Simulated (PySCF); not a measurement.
**Bond curve of MgHg⁺**

Set-up: basis Mg cc-pVDZ, Hg cc-pVDZ-PP with ECP60; scalar-relativistic core potentials; PySCF 2.14. Energies in eV from Mg⁺ + Hg in their ground configurations at the same level. State: ²Σ⁺ (doublet), unpaired electrons σ ↑.

```
R (Å)      UHF
2.466  -0.1133
2.580  -0.3232
2.695  -0.4501
2.781  -0.5059
2.867  -0.5368
2.953  -0.5488
3.068  -0.5434
3.211  -0.5139
3.383  -0.4603
3.612  -0.3792
```

**Question.** Put a parabola through the three lowest points of the UHF curve and estimate Re, k and ωe (reduced mass 21.44 u; 1 eV/Å² = 0.16022 mdyn/Å; ωe = 1302.8·√(k/μ) cm⁻¹).

**Answer.** Through R = 2.867, 2.953, 3.068 Å the second-order coefficient is 0.928 eV/Å², so Re ≈ 2.985 Å, k ≈ 0.297 mdyn/Å and ωe ≈ 153 cm⁻¹. A polynomial fit of higher order to the unrounded UHF energies gives Re = 2.980 Å, k = 0.278 mdyn/Å, ωe = 148 cm⁻¹; anharmonicity and rounding make the difference.

The higher-order fit for each curve: UHF: Re = 2.980 Å, ωe = 148 cm⁻¹, De = 0.55 eV.

Spin–orbit coupling is left out. For an ion De counts to the pair picked by the measured ionisation energies or electron affinities, which need not be the lowest pair at this level. Hartree–Fock leaves out correlation, which carries a large part of most bond energies and some tenths to 1 eV of ionisation energies. The state was picked by a PBE0 search and need not be the measured ground state.
